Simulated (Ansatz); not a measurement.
Harmonic frequencies (cm⁻¹) at PBE0-D4/def2-TZVP from Ansatz: 138, 159, 300, 460, 528, 765, 911, 990, 1044, 1114, 1136, 1229, 1291, 1371, 1411, 1439, 1461, 1504, 2971, 3048, 3064, 3104, 3170, 3277.

Each molecule was computed in one conformer, which needn't be the lowest.

Question: Which molecule is it?
A. `O[Si](O)(F)[SiH2]`•
B. `[CH2]B(C)S`•
C. `C[CH]CF`•
D. `[CH2]CCF`•

Answer: D.
